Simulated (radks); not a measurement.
Excited configurations of Pt+: one electron is placed in a higher orbital outside [Xe] 4f14 5d8. The ground configuration is [Xe] 4f14 5d9. Method: scalar-relativistic Kohn-Sham, SCAN, spin-polarised, spherical densities, finite nucleus; open shells are filled with parallel spins first (spin-orbit coupling, left out, can overturn this in heavy ions); meta-GGA in the generalised Kohn-Sham scheme; Fermi nuclear charge, rms radius 5.427 fm; computed with a radial shooting solver on a logarithmic mesh with Libxc functionals. Excitation = E - E(ground); binding = E(ion) - E, where the ion is the core of charge +2; n* = 2/sqrt(2 binding) in atomic units, and the quantum defect is n - n*.

outer orbital,excitation (eV),binding (eV),n*,quantum defect,eigenvalue (eV),<r> (bohr)
5f,15.942,3.472,3.959,1.041,-2.457,8.626
6s,0.728,18.687,1.707,4.293,-14.931,2.609
6p,8.076,11.339,2.191,3.809,-8.647,3.416
6d,13.870,5.545,3.133,2.867,-4.047,6.033
6f,17.082,2.333,4.830,1.170,-1.768,14.79
7p,14.136,5.279,3.211,3.789,-4.183,7.609
7d,16.158,3.256,4.088,2.912,-2.519,11.45
7f,17.760,1.655,5.734,1.266,-1.294,22.45

The Delta-SCF ionisation energy is 19.415 eV (NIST Atomic Spectra Database: 18.6 eV, measured). Self-interaction in the functional shifts the binding energies and quantum defects, so they are the method's values and not measured ones. Open shells are spherical and high-spin; term and fine-structure splittings are not resolved. Spin-orbit splitting is averaged out at the scalar-relativistic level.
